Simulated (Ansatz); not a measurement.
Geometry optimisation, UKS PBE0-D4/def2-SVP (Ansatz).

input.yaml

```yaml
crystal:
  periodic: [false, false, false]
  atoms:
    - { symbol: C, position_ang: [-1.6043, 1.44645, 1.25129] }
    - { symbol: Si, position_ang: [-0.53717, 0.33173, 0.5185] }
    - { symbol: Al, position_ang: [1.12382, -0.71304, -0.82342] }
    - { symbol: F, position_ang: [0.88544, -2.19106, -1.54445] }
    - { symbol: F, position_ang: [2.58753, -0.05783, -1.26497] }
    - { symbol: H, position_ang: [-1.329, -0.42747, 1.45136] }
magnetization:
  spin_polarized: true
basis:
  gaussian: { orbitals: def2-SVP }
hamiltonian:
  xc: pbe0
  dispersion: d4
relax:
  f_tol: 0.02
  max_steps: 50
```

Command:

```bash
$ ansatz run input.yaml --threads 2 --pin off --max-ram 3072MiB --backend cpu --events-out ev --progress --plain --runs-dir out
```

Question: Where does it end, and by what steps?

Answer: The run converged. After 37 steps the energy has fallen by 4.549 eV; C1 moved furthest, 1.77 Å. Parted: Si2–H6 (1.44 → 2.62 Å). Joined: C1–Al3 (4.05 → 1.90 Å), C1–H6 (1.90 → 1.10 Å).

| step | energy less start (eV) | largest force component (eV/Å) | accepted |
| --- | --- | --- | --- |
| 0 | 0.0000 | 1.611 | yes |
| 2 | -0.1933 | 1.064 | yes |
| 4 | -0.5817 | 1.907 | yes |
| 6 | -1.2674 | 1.148 | yes |
| 8 | -1.6224 | 1.714 | yes |
| 10 | -2.1757 | 1.042 | yes |
| 12 | -2.4819 | 1.549 | yes |
| 14 | -2.6403 | 0.245 | yes |
| 16 | -2.6709 | 0.317 | yes |
| 18 | -2.6864 | 0.327 | yes |
| 20 | -2.7495 | 0.577 | yes |
| 22 | -2.9247 | 1.197 | yes |
| 24 | -3.3351 | 0.754 | yes |
| 26 | -3.9553 | 0.672 | yes |
| 28 | -4.3958 | 0.678 | yes |
| 30 | -4.5351 | 0.227 | yes |
| 32 | -4.5428 | 0.158 | yes |
| 34 | -4.5480 | 0.096 | yes |
| 36 | -4.5493 | 0.026 | yes |
| 37 | -4.5493 | 0.008 | yes |

```xyz
6
Properties=species:S:1:pos:R:3
C -0.621 0.194 0.482
Si -0.123 1.819 0.382
Al 0.688 -0.828 -0.443
F 0.691 -2.470 -0.652
F 1.948 0.041 -1.099
H -1.457 -0.367 0.919
```

Run time: 55 s on 2 threads of AMD EPYC 9R45 96-Core Processor (Zen 5) (shared host), peak memory 0.27 GiB.
